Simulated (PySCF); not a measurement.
Ge(CN)2Me2, C₄H₆GeN₂.
Bonds: Ge1–C2, Ge1–C4, Ge1–C6, Ge1–C10, C2–N3, C4–N5. Hydrogens: H7, H8, H9 on C6; H11, H12, H13 on C10.

The calculation used PBE0-D3(BJ)/def2-SVP geometry optimisation, gas phase in PySCF 2.14.0.

(1) List the bond lengths and angles at this level.

Results:

(1) 
| bond | length (Å) |
| --- | --- |
| Ge1–C2, Ge1–C4 | 1.929 |
| Ge1–C6, Ge1–C10 | 1.933 |
| C2–N3, C4–N5 | 1.159 |
| C6–H7 and 5 like bonds | 1.099 |

Bonds in one row agree within 0.01 Å and their mean is given. A selection of angles:
| angle | degrees |
| --- | --- |
| C2–Ge1–C4 | 104.5 |
| C2–Ge1–C6 | 108.9 |
| C6–Ge1–C10 | 116.8 |
| Ge1–C2–N3 | 177.6 |
| Ge1–C6–H7 | 109.6 |
| H7–C6–H8 | 109.1 |

Ge1 (germanium bonded to 4 C) is distorted tetrahedral (angles from 104.5° to 116.8°).

PBE0-D3(BJ)/def2-SVP frequencies: not computed here.
